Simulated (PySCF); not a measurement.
Species: C3H12GeOSi.
Numbering: `[CH3:1][Si:2]([CH3:3])([CH3:4])[O:5][GeH3:6]` (hydrogens: H7, H8, H9 on C1; H10, H11, H12 on C3; H13, H14, H15 on C4; H16, H17, H18 on Ge6)

A GFN2-xTB structure was refined with PBE0-D3(BJ)/def2-SVP geometry optimisation, gas phase (PySCF). Its GFN2-xTB values:

```tsv
coordinate	GFN2-xTB
C1–Si2	1.906 Å
C1–H7	1.085 Å
Si2–O5	1.644 Å
O5–Ge6	1.730 Å
Ge6–H16	1.500 Å
C1–Si2–C3	109.3°
C1–Si2–C4	111.8°
C1–Si2–O5	108.8°
Si2–O5–Ge6	140.6°
C4–Si2–O5	104.5°
C1–Si2–O5–Ge6	-65°
```

Task: How do these coordinates change at the PBE0-D3(BJ)/def2-SVP level?

Result: 
```
   coordinate  PBE0-D3(BJ)/def2-SVP (Å or °)  change
      Ge6–H16                          1.543  +0.043
       O5–Ge6                          1.771  +0.041
       Si2–O5                          1.673  +0.029
       C1–Si2                          1.877  -0.029
        C1–H7                          1.102  +0.017
   Si2–O5–Ge6                          135.1    -5.5
    C4–Si2–O5                          106.6    +2.1
    C1–Si2–C4                          110.6    -1.2
    C1–Si2–C3                          110.2    +0.9
    C1–Si2–O5                          109.4    +0.6
C1–Si2–O5–Ge6                            -64      +1
```

The energy falls by 3.9 kcal/mol over 7 energy and gradient evaluations, the largest force component goes from 0.0188 to 2.6e-04 Eh/bohr, and the atoms move by 0.106 Å rms after alignment. Among the bonds, Ge6–H16 and Ge6–H18 change most and about equally (+0.043 Å). Bonds longer at the end by more than 0.005 Å: 14 of 17; shorter: 3. Rotational constants go from 2918, 882.9, 877.7 to 3032, 874.4, 872.9 MHz.

The run used 166 basis functions and 45 SCF cycles in all. Time: 86 s wall. Hardware: one thread, Arm Neoverse V2, on a shared host.

Not checked by PBE0-D3(BJ)/def2-SVP frequencies.

Shape of the structure used: `[CH3:1][Si:2]([CH3:3])([CH3:4])[O:5][GeH3:6]`: C1–Si2–O5–Ge6 -64°.
